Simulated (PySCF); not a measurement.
CH₇BO₂Si, singlet, at the geometry of the source list. Base run: B3LYP/6-31G, polarisability (PySCF).

Here is a job for PySCF.
```python
from pyscf import gto, scf, dft
from pyscf.prop import polarizability

mol = gto.Mole()
mol.atom = '''
    Si    0.38460000    0.00050000   -0.84280000
    C     1.83750000   -0.25220000    0.37030000
    B    -1.32850000    0.29830000    0.09960000
    O    -1.61860000    1.55000000    0.51200000
    O    -2.27300000   -0.65340000    0.37270000
    H     0.35380000   -1.21870000   -1.68910000
    H     0.78580000    1.08240000   -1.75740000
    H     2.02410000    0.65480000    0.93870000
    H     2.75180000   -0.50630000   -0.15480000
    H     1.63510000   -1.04660000    1.08270000
    H    -2.46500000    1.64280000    0.95710000
    H    -2.08760000   -1.55170000    0.11090000
'''
mol.basis = '6-31g'
mol.verbose = 4
mol.build()

mf = dft.RKS(mol)
mf.xc = 'b3lyp'
mf.kernel()
alpha = mf.Polarizability().polarizability()[2, 2]
print('alpha_zz =', alpha)
```

The base run was repeated with changes; each row names its change, and settings that it needs were set with it.

| change | alpha_zz (bohr³) | basis functions | core-seconds (rough) |
|---|---|---|---|
| base | 44.47 | 63 | 10 |
| functional = hf | 42.19 | 63 | 0.7 |
| basis = STO-3G | 22.45 | 36 | 5 |
| functional = camb3lyp | 43.82 | 63 | 20 |
| basis = def2-SVP | 49.13 | 109 | 20 |
| functional = pbe0 | 44.51 | 63 | 10 |
| basis = cc-pVDZ | 50.18 | 109 | 20 |
| finite field (a.u.) = 0.001; conv_tol = 1e-6 | 44.46 | 63 | 7 |
| functional = pbe | 45.74 | 63 | 10 |
| basis = 6-31+G* | 53.88 | 108 | 20 |
| finite field (a.u.) = 0.005; conv_tol = 1e-11 | 44.48 | 63 | 10 |
| finite field (a.u.) = 2e-4; conv_tol = 1e-6 | 39.86 | 63 | 5 |

Finite-field rows take the second difference of the energy in a field along z; a small field with loose convergence shows SCF noise divided by the square of the field, and a large one adds hyperpolarisability.
